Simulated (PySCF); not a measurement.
How methods differ on the excitation energy of Si

Si [Ne] 3s2 3p2 (3P) → Si [Ne] 3s1 3p3, s spin flipped, as a difference of total energies. Computed with PySCF 2.14 in dyall-acv3z, with the spin-free X2C one-electron Hamiltonian (Gaussian nucleus). Correlated levels: valence and next inner shell: 1s2 frozen; virtual orbitals above 40 to 60 times the deepest correlated orbital energy dropped. The calculations carry no spin-orbit coupling.

```csv
method,excitation energy (eV)
UHF,9.161
MP2 (valence and next inner shell),7.843
SCS-MP2 (valence and next inner shell),7.794
```

Task: How much does correlation contribute at MP2 (valence and next inner shell)?

Result: 7.843 − (9.161) = -1.318 eV, measured against UHF.

The upper determinant mixes two multiplicities, so it lies between the two terms.

The coupled-cluster amplitudes are large for the upper state (T1 above 0.03 or a double amplitude above 0.15), so a single reference is strained.
